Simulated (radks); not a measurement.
Species: Ne3+. Configuration: [He] 2s2 2p3.

Method: scalar-relativistic Kohn-Sham, r2SCAN, spin-polarised, spherical densities, finite nucleus; open shells are filled with parallel spins first; meta-GGA in the generalised Kohn-Sham scheme; Fermi nuclear charge, rms radius 3.0055 fm; computed with a radial shooting solver on a logarithmic mesh with Libxc functionals.

Energy parts (hartree):
part                      energy
total                 -124.44476
kinetic                124.54108
electron-nucleus      -281.85896
Hartree                 43.57326
exchange-correlation   -10.70013

Orbitals (lengths in bohr, moments of r in powers of bohr; <r^-3> diverges for s and p1/2; r(max) is where P^2 peaks):
orbital  occ.  eigenvalue (hartree)  r(max)  <r^-3>     <r^4>    <r^2>
1s up       1             -33.91174  0.1027       -  0.002972  0.03370
1s down     1             -33.73904  0.1025       -  0.002871  0.03321
2s up       1              -4.01347  0.6405       -    0.9496   0.7300
2s down     1              -3.60819  0.6561       -     1.117   0.7858
2p up       3              -3.13449  0.5558   16.83    0.9625   0.6805
2p down     0              -2.69237  0.5835   15.27     1.246   0.7687

The highest occupied level is 2p up at -85.294 eV. Spin moment in Bohr magnetons: 3.
